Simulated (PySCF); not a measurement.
Gas-phase reaction: 3 GeH2Cl2 + 2 F2 = 2 GeH2F2 + GeCl4 + 2 HCl

Energies from PySCF, thermal terms from the rigid-rotor harmonic-oscillator model, ideal gas at 1 bar. † marks an energy on the PBE0/def2-TZVP geometry and frequencies; other levels use their own. MP2 freezes the core. 6-31G* has spherical d functions here. All species are closed-shell singlets. B3LYP is the form with VWN-RPA correlation. Ge: all electrons, no relativistic terms. GeH2F2: computed as isolated molecules; such fragments, hydroxides, amides, oligomers or adducts are transient or little studied in the gas. MP2 isn't extrapolated to the basis-set limit; its ΔH°(298 K) is -1212.3 kJ in def2-SVP and -1234.6 kJ in def2-TZVPP. The harmonic model lacks anharmonicity and excited electronic states, which grow with temperature; levels with a mode under 35 cm⁻¹ are left out.

```json
[
 {"level": "B3LYP/6-31G*", "ΔE electronic, kJ": "-1067", "ΔH°(298 K), kJ": "-1065", "ΔS°(298 K), J/K": "-31", "ΔG°(2500 K), kJ": "-998"},
 {"level": "BLYP/def2-TZVP†", "ΔE electronic, kJ": "-1100", "ΔH°(298 K), kJ": "-1098", "ΔS°(298 K), J/K": "-29", "ΔG°(2500 K), kJ": "-1039"},
 {"level": "HF/def2-TZVP†", "ΔE electronic, kJ": "-1254", "ΔH°(298 K), kJ": "-1252", "ΔS°(298 K), J/K": "-29", "ΔG°(2500 K), kJ": "-1193"},
 {"level": "M06-2X/def2-TZVP†", "ΔE electronic, kJ": "-1226", "ΔH°(298 K), kJ": "-1224", "ΔS°(298 K), J/K": "-29", "ΔG°(2500 K), kJ": "-1165"},
 {"level": "MP2/def2-SVP†", "ΔE electronic, kJ": "-1214", "ΔH°(298 K), kJ": "-1212", "ΔS°(298 K), J/K": "-29", "ΔG°(2500 K), kJ": "-1153"},
 {"level": "PBE0/def2-QZVP†", "ΔE electronic, kJ": "-1153", "ΔH°(298 K), kJ": "-1151", "ΔS°(298 K), J/K": "-29", "ΔG°(2500 K), kJ": "-1092"},
 {"level": "PBE0/def2-TZVP", "ΔE electronic, kJ": "-1135", "ΔH°(298 K), kJ": "-1132", "ΔS°(298 K), J/K": "-29", "ΔG°(2500 K), kJ": "-1073"},
 {"level": "r2SCAN/def2-TZVP†", "ΔE electronic, kJ": "-1147", "ΔH°(298 K), kJ": "-1145", "ΔS°(298 K), J/K": "-29", "ΔG°(2500 K), kJ": "-1086"},
 {"level": "LDA/def2-TZVP†", "ΔE electronic, kJ": "-1131", "ΔH°(298 K), kJ": "-1129", "ΔS°(298 K), J/K": "-29", "ΔG°(2500 K), kJ": "-1070"},
 {"level": "ωB97M-V/def2-TZVP†", "ΔE electronic, kJ": "-1156", "ΔH°(298 K), kJ": "-1154", "ΔS°(298 K), J/K": "-29", "ΔG°(2500 K), kJ": "-1095"},
 {"level": "ωB97X-V/def2-TZVP†", "ΔE electronic, kJ": "-1152", "ΔH°(298 K), kJ": "-1150", "ΔS°(298 K), J/K": "-29", "ΔG°(2500 K), kJ": "-1091"}
]
```
ΔH° is lowest at HF/def2-TZVP† and highest at B3LYP/6-31G*. No reference value is set beside these.
